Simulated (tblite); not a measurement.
Species: C₅H₅FO₂ (charge +1 and doublet state).
Structure used (GFN2-xTB), in Å, numbered top down from 1:
```
atom  x, y, z in Å
C1     2.2013    0.1829   -0.2015
O2     1.1917   -0.4950    0.5017
C3    -0.0734   -0.2903    0.3020
C4    -1.0768   -0.9909    1.0476
O5    -2.2658   -0.6134    0.6629
C6    -2.1022    0.3186   -0.3150
F7    -3.1782    0.8116   -0.8276
C8    -0.7898    0.5639   -0.5844
H9     1.8455    1.0609   -0.7393
H10    2.6684   -0.5228   -0.9017
H11    2.9698    0.4531    0.5303
H12   -0.9745   -1.7303    1.8253
H13   -0.4204    1.2520   -1.3180
```

Calculated harmonic vibrations of the isolated species, GFN2-xTB (tblite), most abundant isotopes, no scaling. This tight-binding method is rough: wavenumbers can miss measured ones by several per cent, in bad cases by 10 to 20. One conformer, not necessarily the lowest. Open shells enter through the occupations alone, without spin polarisation, and single modes of such species can be off by tens of per cent. The optimisation stopped once no atom felt more than 0.01 eV/Å.

Lowest wavenumbers of the output (negative numbers stand for imaginary wavenumbers):
```
mode    cm-1
  1     -32.1
  2     137.0
  3     197.6
  4     203.6
  5     370.9
  6     388.2
  7     481.8
  8     579.5
  9     606.2
 10     621.2
```

Task: Is this structure a minimum?

Result: Not by this Hessian. 1 mode is imaginary beyond 20i (32i cm⁻¹), so at this level the point lies at or near a first-order saddle. The curvature is small, so loose convergence or finite differences may be the whole cause.

Task: Which atoms move in the imaginary mode?

Result: 32i: H10 (hydrogen on carbon) 38 %, H9 (hydrogen on carbon) 30 %, H11 (hydrogen on carbon) 28 %. These are shares of the mass-weighted motion.

Task: What is the remedy?

Result: Step along that mode in both directions, optimise again with tighter thresholds and repeat the frequencies. The zero-point energy of this point (56.4 kcal/mol) counts the 32 real modes alone, and thermal corrections from it aren't those of a minimum.
